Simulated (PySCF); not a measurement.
## Atomic charges by several schemes

C₅H₁₁ClO₂Si₂.
Geometry (GFN2-xTB, Å), atoms numbered from 1 in this order:
```
atom  x, y, z in Å
C1     3.0785    1.6455   -0.6651
C2     2.4669    0.2747   -0.5507
O3     2.7684   -0.6841   -1.2091
O4     1.5230    0.2510    0.3979
C5     0.8750   -1.0093    0.6123
C6    -0.1241   -0.8372    1.7062
C7    -1.4365   -0.9063    1.5253
Cl8   -2.4592   -0.6345    2.9033
Si9   -2.4350   -1.1802   -0.0697
Si10  -2.6674    0.8607   -1.1371
H11    3.8320    1.6443   -1.4466
H12    3.5286    1.9188    0.2862
H13    2.3017    2.3708   -0.8942
H14    0.4088   -1.3331   -0.3226
H15    1.6393   -1.7459    0.8919
H16    0.2974   -0.6152    2.6784
H17   -3.6850   -1.7960    0.3854
H18   -1.7455   -2.2143   -0.8545
H19   -1.3721    1.4593   -1.4747
H20   -3.4126    0.7093   -2.3894
H21   -3.3913    1.8387   -0.3217
```

Density: PBE0/pcSseg-1 (PySCF); schemes: Mulliken, IAO, Hirshfeld and ESP-fitted. One conformer (not necessarily the lowest) at the GFN2-xTB geometry, without solvent, vibrations or thermal averaging.

Q: Which atoms carry the highest charge in the Mulliken, IAO, Hirshfeld and ESP-fitted schemes?

A: The schemes don't all agree: Mulliken Si9 (+0.374); IAO C2 (+0.528); Hirshfeld Si9 (+0.239); ESP-fitted C2 (+0.874).

Q: For which atoms does the sign change between the 4 schemes (beyond +0.03 e in one, beyond −0.03 e in another)?

A: C5.

Q: Tabulate the Mulliken, IAO, Hirshfeld and ESP-fitted charges.

A: In e:

```
atom                       environment  Mulliken     IAO  Hirshfeld  ESP-fitted
  C1  methyl carbon next to a carbonyl    -0.230  -0.476     -0.121      -0.664
  C2             ester carbonyl carbon    +0.359  +0.528     +0.217      +0.874
  O3             ester carbonyl oxygen    -0.408  -0.464     -0.262      -0.581
  O4        ester single-bonded oxygen    -0.464  -0.352     -0.104      -0.447
  C5        sp3 carbon bound to oxygen    +0.068  -0.061     +0.006      +0.233
  C6                  alkene CH carbon    -0.031  -0.146     -0.057      -0.179
  C7               vinylic C–Cl carbon    -0.429  -0.263     -0.070      -0.168
 Cl8                    vinyl chlorine    -0.077  -0.035     -0.030      -0.071
 Si9                      SiH2 silicon    +0.374  +0.446     +0.239      +0.302
Si10                      SiH3 silicon    +0.236  +0.296     +0.221      +0.189
 H11                   methyl hydrogen    +0.142  +0.171     +0.056      +0.184
 H12                   methyl hydrogen    +0.144  +0.172     +0.058      +0.186
 H13                   methyl hydrogen    +0.146  +0.173     +0.057      +0.186
 H14                methylene hydrogen    +0.140  +0.146     +0.039      +0.040
 H15                methylene hydrogen    +0.141  +0.158     +0.050      +0.061
 H16                  vinylic hydrogen    +0.125  +0.163     +0.049      +0.161
 H17                     Si–H hydrogen    -0.029  -0.083     -0.071      -0.066
 H18                     Si–H hydrogen    -0.043  -0.097     -0.068      -0.066
 H19                     Si–H hydrogen    -0.060  -0.092     -0.069      -0.051
 H20                     Si–H hydrogen    -0.056  -0.097     -0.072      -0.067
 H21                     Si–H hydrogen    -0.047  -0.087     -0.067      -0.054
```

Mean size of the charges over all atoms: ESP-fitted 0.230 e, IAO 0.215 e, Mulliken 0.178 e, Hirshfeld 0.094 e. Each set sums to the total charge, 0, to within 0.001 e. The IAO scheme counts the electrons in orthogonalised intrinsic atomic orbitals, a minimal basis polarised so that it spans the occupied orbitals exactly.

Q: How many electrons does the Mulliken scheme count on C2?

A: Z − q = 6 − (+0.359) = 5.641.

Q: How closely do the schemes follow one another over all atoms?

A: Correlation coefficient and root-mean-square difference: IAO with Hirshfeld 0.94, 0.155 e; Mulliken with IAO 0.93, 0.094 e; IAO with ESP-fitted 0.93, 0.126 e; Mulliken with Hirshfeld 0.88, 0.136 e; Mulliken with ESP-fitted 0.85, 0.174 e; Hirshfeld with ESP-fitted 0.85, 0.228 e.
